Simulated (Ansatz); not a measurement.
Relaxation of BFH₅NSn (9 atoms, charge 0, multiplicity 1), to a largest force component of 0.015 eV/Å in at most 40 steps.

Level of theory: RKS PBE0/def2-SVP (Ansatz).

```xyz
9
Properties=species:S:1:pos:R:3
N 0.926 1.533 0.025
B 0.578 0.197 -0.559
F 1.158 -0.221 -1.813
Sn -0.706 -1.165 0.520
H 1.502 2.064 -0.682
H -0.028 2.115 0.029
H -2.115 -1.570 -0.499
H 0.122 -2.622 0.938
H -1.349 -0.376 2.024
```

Problem. Where does it end, and by what steps?

Solution. The run converged. After 17 steps the energy has fallen by 1.176 eV; H6 moved furthest, 0.65 Å.

```tsv
step	energy less start (eV)	largest force component (eV/Å)	accepted
0	0.0000	2.987	yes
1	-0.5943	2.843	yes
2	-0.8930	1.085	yes
3	-1.0490	1.040	yes
4	-1.1090	0.730	yes
5	-1.1624	0.275	yes
6	-1.1695	0.048	yes
7	-1.1726	0.021	yes
8	-1.1724	0.208	no
9	-1.1726	0.140	no
10	-1.1733	0.035	yes
11	-1.1737	0.165	yes
12	-1.1746	0.077	yes
13	-1.1752	0.017	yes
14	-1.1756	0.025	yes
15	-1.1757	0.029	yes
16	-1.1757	0.021	yes
17	-1.1757	0.010	yes
```

```xyz
9
Properties=species:S:1:pos:R:3
N 0.790 1.557 -0.273
B 0.590 0.237 -0.667
F 1.228 -0.207 -1.758
Sn -0.776 -1.159 0.482
H 1.399 2.187 -0.784
H 0.347 1.967 0.537
H -2.081 -1.730 -0.475
H 0.053 -2.539 1.077
H -1.462 -0.358 1.843
```

Time of the run: 2.6 min on 1 CPU thread of a shared host.
